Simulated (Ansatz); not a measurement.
`F[SiH2][SbH2]` and `F[SiH3]` differ in one atom or group.

Ansatz, PBE0-D4/def2-TZVP geometries, multiplicity 1. 

Elements past krypton have def2 core potentials.

```csv
property,`F[SiH2][SbH2]`
HOMO–LUMO gap (B3LYP/def2-TZVPP) / eV,6.34
HOMO energy (ωB97M-V/def2-TZVPP) / eV,-9.39
LUMO energy (ωB97M-V/def2-TZVPP) / eV,0.99
zero-point energy (PBE0-D4/def2-TZVP) / kJ/mol,87.7
LUMO energy (B3LYP/def2-TZVPP) / eV,-0.89
HOMO energy (B3LYP/def2-TZVPP) / eV,-7.22
```

Question: What does the change do to each property? (Estimate.)

Answer: Computed: 
```json
{"property": "HOMO–LUMO gap (B3LYP/def2-TZVPP) / eV", "`F[SiH3]`": "9.19", "shift": "2.85"}
{"property": "HOMO energy (ωB97M-V/def2-TZVPP) / eV", "`F[SiH3]`": "-12.06", "shift": "-2.67"}
{"property": "LUMO energy (ωB97M-V/def2-TZVPP) / eV", "`F[SiH3]`": "1.59", "shift": "0.60"}
{"property": "zero-point energy (PBE0-D4/def2-TZVP) / kJ/mol", "`F[SiH3]`": "71.7", "shift": "-16.0"}
{"property": "LUMO energy (B3LYP/def2-TZVPP) / eV", "`F[SiH3]`": "-0.38", "shift": "0.51"}
{"property": "HOMO energy (B3LYP/def2-TZVPP) / eV", "`F[SiH3]`": "-9.58", "shift": "-2.36"}
```

With PBE0 the HOMO falls by 2.37 eV and the LUMO rises by 0.55 eV, so the gap widens by about 2.92 eV. PBE moves the HOMO by -1.89 eV and ωB97M-V by -2.67 eV. The zero-point energy changes by -16.0 kJ/mol with -6 modes.

B3LYP here is the variant with VWN-RPA as its local correlation; programs differ in this.

Spin–orbit coupling is left out; it splits and shifts lone-pair levels of the heavy atoms by tenths of an eV.
